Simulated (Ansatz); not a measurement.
The cluster YCu4⁺, relaxed as a singlet with RKS r2SCAN-D4/def2-SVP in Ansatz, starting from the GFN2-xTB geometry. Force threshold 0.02 eV/Å.

In the def2 sets Y takes a core potential; there is no spin–orbit coupling. The relaxation made no stability test and no search for a lower SCF solution. No other spin state of charge 1 was run. The structure comes from a short search, and lower isomers may exist.

Start:

Cartesian coordinates in Å:
```
Y 1.0399 -4.4575 1.0225
Cu 0.4128 -1.7577 0.4032
Cu -1.4388 2.7943 0.1695
Cu 0.1339 2.7876 -1.4566
Cu -0.1478 0.6333 -0.1386
```

Problem. Estimate the energy that the relaxation releases and the steps that it takes.

Solution. 80.3 kcal/mol, in 34 steps; 3.4 min on 4 threads of Arm Neoverse V2 on a shared host. The force fell under the threshold at step 4, but the optimiser went on and released 3.094 eV more. No frequencies were taken in this run, so the end may be a saddle point.

Problem. Does the start keep its bonding and symmetry?

Solution. Bonds formed: Y1–Cu3, Y1–Cu4, Y1–Cu5, Cu2–Cu4 (atoms count from 1). The end is the same structure that another start reached, the lowest one found. Point group C2v at the start, C2v at the end, both within 0.05 Å.

Problem. Predict the relaxed structure.

Solution. 
```
atom   x (Å)   y (Å)   z (Å)
  Y1   0.677  -0.820   1.242
 Cu2   0.496  -1.152  -1.429
 Cu3  -0.746   1.454   0.971
 Cu4   1.002   0.999  -0.567
 Cu5  -1.430  -0.481  -0.218
```
Bond lengths (bridged metal pairs left out): 5 × Cu–Cu 2.37 to 2.87 Å; 4 × Cu–Y 2.59 to 2.70 Å.
